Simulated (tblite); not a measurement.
Compound: C6H10Cl2OS.
SMILES with atom numbers: `[O:1]=[S@:2]1[CH2:3][CH2:4][C@H:5]([CH:6]([Cl:7])[Cl:8])[CH2:9][CH2:10]1` (hydrogens: H11, H12 on C3; H13, H14 on C4; H15 on C5; H16 on C6; H17, H18 on C9; H19, H20 on C10)

Geometry (GFN2-xTB, Å), atoms numbered from 1 in this order:
```
atom  x, y, z in Å
O1    -3.3672    1.0818   -0.4802
S2    -2.2188    0.7084    0.3436
C3    -1.6191   -0.9103   -0.3363
C4    -0.2728   -1.2654    0.2631
C5     0.8182   -0.2882   -0.1879
C6     2.1798   -0.7610    0.3121
Cl7    2.2867   -0.7036    2.0858
Cl8    3.4918    0.2279   -0.3773
C9     0.5104    1.1383    0.2737
C10   -0.7775    1.6576   -0.3317
H11   -2.3744   -1.6484   -0.0700
H12   -1.5859   -0.8199   -1.4210
H13    0.0019   -2.2803   -0.0371
H14   -0.3476   -1.2485    1.3520
H15    0.8717   -0.3006   -1.2830
H16    2.3804   -1.7937    0.0181
H17    1.3378    1.7922   -0.0113
H18    0.4267    1.1556    1.3621
H19   -0.9465    2.6989   -0.0608
H20   -0.8007    1.5699   -1.4168
```

Computed values, GFN2-xTB/tblite, gas phase, harmonic and unscaled. The method is semi-empirical: single wavenumbers can be off by several per cent or more. One conformer, not necessarily the lowest.

Harmonic wavenumbers (cm⁻¹): 58.9, 68.2, 135.5, 162.0, 181.4, 205.3, 250.4, 273.3, 287.9, 360.8, 385.3, 411.1, 456.9, 593.5, 652.5, 670.7, 677.0, 720.8, 782.9, 838.7, 898.3, 916.1, 995.8, 1012.8, 1049.6, 1064.5, 1085.5, 1133.4, 1136.5, 1142.3, 1163.2, 1171.4, 1209.1, 1218.5, 1235.8, 1265.0, 1267.7, 1302.9, 1340.3, 1356.7, 1444.7, 1454.9, 1468.0, 1480.6, 2923.1, 2934.8, 2960.7, 2976.0, 2990.9, 2992.8, 3003.6, 3007.2, 3012.4, 3014.0.

A = 1780, B = 429.6, C = 398.7 MHz; mass 199.983 u (most abundant isotopes); point group C1, symmetry number 1.

Question: Zero-point energy?

Answer: ½Σν̃ = 33401 cm⁻¹ = 95.50 kcal/mol.

Question: Entropy at 400 K, 1 bar (ideal gas, RRHO, classical rotation)?

Answer: Translation 43.27, rotation 32.21, vibration 42.05: S = 117.5 cal/(mol K).

Question: And Cp and H(400 K) − H(0)?

Answer: Cp = 52.88 cal/(mol K), of which vibrations give 44.93 (their classical limit is 54 R = 107.3); H(400 K) − H(0) = 12.18 kcal/mol without the zero-point energy, 9.00 from vibrations.

Question: How do the functions run with temperature in this model?

Answer: 
```json
{"T (K)": "150", "S (cal/(mol K))": "81.4", "Cp (cal/(mol K))": "25.2", "H − H(0) (kcal/mol)": "2.41", "G − H(0) (kcal/mol)": "-9.80", "ln q(vib)": "2.81"}
{"T (K)": "250", "S (cal/(mol K))": "96.8", "Cp (cal/(mol K))": "36.2", "H − H(0) (kcal/mol)": "5.48", "G − H(0) (kcal/mol)": "-18.73", "ln q(vib)": "5.59"}
{"T (K)": "298.15", "S (cal/(mol K))": "103.7", "Cp (cal/(mol K))": "41.7", "H − H(0) (kcal/mol)": "7.36", "G − H(0) (kcal/mol)": "-23.56", "ln q(vib)": "6.95"}
{"T (K)": "600", "S (cal/(mol K))": "142.4", "Cp (cal/(mol K))": "69.7", "H − H(0) (kcal/mol)": "24.56", "G − H(0) (kcal/mol)": "-60.87", "ln q(vib)": "15.45"}
{"T (K)": "900", "S (cal/(mol K))": "173.9", "Cp (cal/(mol K))": "85.1", "H − H(0) (kcal/mol)": "48.00", "G − H(0) (kcal/mol)": "-108.47", "ln q(vib)": "23.42"}
```

q(vib) and H(0) count from the zero-point level.

Question: Blend soft modes into free rotors: weight 1/[1 + (100 cm⁻¹/ν̃)⁴] for the oscillator and the rest for a rotor with moment μB/(μ + B), μ = h/(8π²ν), B = 10⁻⁴⁴ kg m². What vibrational entropy results?

Answer: 39.54 cal/(mol K) in place of 42.05, which changes −T·S at 400 K by +1.00 kcal/mol.

Question: Which modes carry the vibrational entropy at 400 K?

Answer: 58.9 cm⁻¹: 5.07; 68.2 cm⁻¹: 4.78; 135.5 cm⁻¹: 3.43; 162.0 cm⁻¹: 3.09; 181.4 cm⁻¹: 2.87; 205.3 cm⁻¹: 2.63 cal/(mol K); the other 48 give 20.16 together.

Hindered rotation and anharmonicity are outside this model. Other conformers, if any are populated, would add a mixing term that is left out. The structure is chiral; the term R ln 2 for an equal mix with its mirror image is left out.
